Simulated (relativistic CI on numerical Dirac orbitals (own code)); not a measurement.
# Ligand-field terms of d8

Computed with a parametric ligand-field model of a d^n configuration (Racah B and C, spin-orbit zeta, crystal field), exact diagonalisation.

Field parameters in Wybourne normalisation: Oh B⁴₀ = 21Dq, B⁴₄ = √(5/14) B⁴₀; Td as Oh with Dq negative (B⁴₀ = 21Dq, B⁴₄ = √(5/14) B⁴₀). The field is a parameter set, without covalency.

(1) Lowest levels for B = 300, C = 1450, ζ = 870 cm⁻¹, Oh, 10Dq = 21600 cm⁻¹?

(2) Lowest levels for B = 620, C = 2640, ζ = 850 cm⁻¹, Oh, 10Dq = 37400 cm⁻¹?

(3) Lowest levels for B = 470, C = 2250, ζ = 140 cm⁻¹, Td, 10Dq = -7900 cm⁻¹?

(4) Lowest levels for B = 940, C = 4030, ζ = 180 cm⁻¹, Oh, 10Dq = 7400 cm⁻¹?

(5) Lowest levels for B = 720, C = 2540, ζ = 430 cm⁻¹, Td, 10Dq = -10600 cm⁻¹?

Answers

(1) T2 0 (S 1.00), E 5246 (S 0.01), A1 10023 (S 0.02), E 21302 (S 1.00), T1 21349 (S 0.99), T2 21819 (S 0.99), A2 22131 (S 1.00), T2 24946 (S 0.97), E 25154 (S 1.00) cm⁻¹, with S from ⟨S²⟩ = S(S + 1). The ground level has 2.00 electrons in the cubic e pair.

(2) T2 0 (S 1.00), E 10160 (S 0.00), A1 19332 (S 0.01), E 37155 (S 1.00), T1 37177 (S 1.00), T2 37625 (S 1.00), A2 37878 (S 1.00), T2 44320 (S 0.99), E 44435 (S 1.00) cm⁻¹, with S from ⟨S²⟩ = S(S + 1). The ground level has 2.00 electrons in the cubic e pair.

(3) A1 0 (S 1.00), T1 94 (S 1.00), E 276 (S 1.00), T2 281 (S 1.00), T1 7271 (S 1.00), E 7274 (S 1.00), T2 7275 (S 0.93), A2 7375 (S 1.00), T2 7854 (S 0.18) cm⁻¹, with S from ⟨S²⟩ = S(S + 1). The ground level has 3.95 electrons in the cubic e pair.

(4) T2 0 (S 1.00), E 7343 (S 1.00), T1 7359 (S 1.00), T2 7456 (S 1.00), A2 7500 (S 1.00), A1 12254 (S 1.00), T1 12381 (S 1.00), E 12608 (S 0.99), T2 12618 (S 1.00) cm⁻¹, with S from ⟨S²⟩ = S(S + 1). The ground level has 2.00 electrons in the cubic e pair.

(5) A1 0 (S 1.00), T1 286 (S 1.00), E 824 (S 1.00), T2 863 (S 1.00), T2 9721 (S 0.72), T1 9978 (S 1.00), E 9994 (S 0.99), A2 10289 (S 1.00), E 10726 (S 0.04) cm⁻¹, with S from ⟨S²⟩ = S(S + 1). The ground level has 3.94 electrons in the cubic e pair.
